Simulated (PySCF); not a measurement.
Si(Cl)(Me)(OH)(NH2) (CH6ClNOSi), SMILES C[Si](N)(O)Cl.

Geometry optimised at PBE0-D3(BJ)/def2-SVP. The structure was generated by enumeration, and PubChem lists no compound with its InChIKey, so it may never have been made. Other conformers were not sampled.

Two levels are set side by side: TDDFT-PBE/def2-SVPD (PySCF) and TDDFT-ωB97X/def2-SVPD (PySCF). Vertical, same geometry. The lowest singlet is HOMO→LUMO 99 % with PBE and HOMO→LUMO 76 % with the other functional; states are paired by order. Differences are taken from unrounded values.

| quantity | TDDFT-ωB97X |
|---|---|
| lowest singlet excitation (eV) | 7.33 |
| lowest triplet excitation (TDA) (eV) | 7.10 |
| first bright state (f over 0.05) (eV) | 7.33 |
| its oscillator strength | 0.06 |

Task: What does TDDFT-PBE give, and how far is it from TDDFT-ωB97X? (Estimate from the structure and the level; the computed values follow.)

Result: 
```
quantity                               TDDFT-PBE  TDDFT-PBE minus TDDFT-ωB97X
-------------------------------------  ---------  ---------------------------
lowest singlet excitation (eV)              5.89                        -1.45
lowest triplet excitation (TDA) (eV)        5.71                        -1.39
first bright state (f over 0.05) (eV)       6.72                        -0.62
its oscillator strength                     0.05                        -0.01
```

A lower first singlet is the usual sign of a functional without exact exchange. Differences between two approximate levels are no errors against the true value.

Rough cost on one machine, each run with all the roots and properties that it gave: TDDFT-ωB97X against TDDFT-PBE about 10 times.
